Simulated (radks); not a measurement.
All-electron atom: S+ in [Ne] 3s2 3p3 (the NIST ground configuration).

All-electron calculation, Dirac Kohn-Sham, PBE, spin-unpolarised, spherical densities, finite nucleus; open shells are shared between the two j in proportion to 2j + 1; Fermi nuclear charge, rms radius 3.2611 fm. Program: a radial shooting solver on a logarithmic mesh with Libxc functionals.

Energy parts (hartree):
total: -398.61400
kinetic: 400.40039
electron-nucleus: -944.72065
Hartree: 170.85746
exchange-correlation: -25.15120

Orbitals (lengths in bohr, moments of r in powers of bohr; r(max) is where P^2 peaks; r(90%) holds 90 % of the orbital's charge):
orbital	occ.	eigenvalue (hartree)	r(90%)	<r>	r(max)
1s1/2	2	-88.84832	0.173	0.09687	0.06329
2s1/2	2	-8.21067	0.750	0.4787	0.3882
2p1/2	2	-6.21388	0.734	0.4407	0.3246
2p3/2	4	-6.16743	0.738	0.4430	0.3263
3s1/2	2	-1.01534	2.46	1.637	1.393
3p1/2	1	-0.61963	2.93	1.891	1.546
3p3/2	2	-0.61599	2.94	1.898	1.552

The highest occupied level is 3p3/2 at -16.762 eV. The density falls to 0.001 e/bohr^3 at r = 3.71 bohr. Summed over all electrons, <r^2> = 20.93 bohr^2, which gives a Langevin (diamagnetic) susceptibility term of -16.6 x 10^-6 cm^3/mol.
